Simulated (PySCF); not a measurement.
# Fe: excitation energy

Fe [Ar] 3d6 4s2 (5D) → Fe [Ar] 3d8 (3F), as a difference of total energies. Computed with PySCF 2.14 in aug-cc-pVTZ-DK, with scalar relativity by spin-free X2C-1e. Correlated levels: valence: [Ar] frozen. The calculations carry no spin-orbit coupling.

```csv
method,excitation energy (eV),error (eV)
UHF,7.856,+3.782
LDA,2.955,-1.119
PBE,3.043,-1.031
PBE0,4.068,-0.006
TPSS,3.097,-0.977
wB97X,3.902,-0.172
wB97X-V,3.738,-0.336
B3LYP,3.803,-0.271
MP2 (valence),3.429,-0.645
SCS-MP2 (valence),3.513,-0.561
```

Reference: 4.074 eV (measured; NIST levels, between the centres of gravity of the two terms).

Errors of the correlated levels include the incompleteness of this basis and the frozen core.
